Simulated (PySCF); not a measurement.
**C₆ coefficients of unlike pairs at PBE**

Calculated with PySCF 2.14 from the dipole response of each species, C₆(A,B) = (3/π) ∫ α_A(iu) α_B(iu) du, in atomic units, from isotropic polarisabilities. For ions this is the dispersion term alone; charge-induced terms of lower order in 1/R come first.

| species | configuration | basis | relativity | α (bohr³) | C₆ (like pair) |
| --- | --- | --- | --- | --- | --- |
| Si | [Ne] 3s2 3p2 (3P) | dyall-av3z (19s12p3d2f) | none | 41.40 | 340.6 |
| Cr(3+) | [Ar] 3d3 (4F) | dyall-av2z (16s12p7d2f) | none | 2.092 | 5.182 |
| Br(3+) | [Ar] 3d10 4s2 4p2 (3P) | def2-TZVPPD (7s6p5d1f) | none | 6.184 | 22.77 |
| Bi+ | [Xe] 4f14 5d10 6s2 6p2 (3P) | aug-cc-pwCVTZ-PP with ECP60MDF (8s7p6d4f1g) | core potential | 27.99 | 260.0 |

Estimate C₆ for Br(3+) with Si.

The integral gives 77.69. The combination rule 2 C_A C_B / (C_A α_B/α_A + C_B α_A/α_B) gives 76.28 and the geometric mean 88.05.

No spin-orbit coupling is included, so Bi+, close to jj coupling, stand for model states.

The other pairs:

```json
{"pair": "Br(3+), Cr(3+)", "C₆": "10.15"}
{"pair": "Bi+, Br(3+)", "C₆": "75.10"}
{"pair": "Cr(3+), Si", "C₆": "30.06"}
{"pair": "Bi+, Si", "C₆": "285.9"}
{"pair": "Bi+, Cr(3+)", "C₆": "32.08"}
```
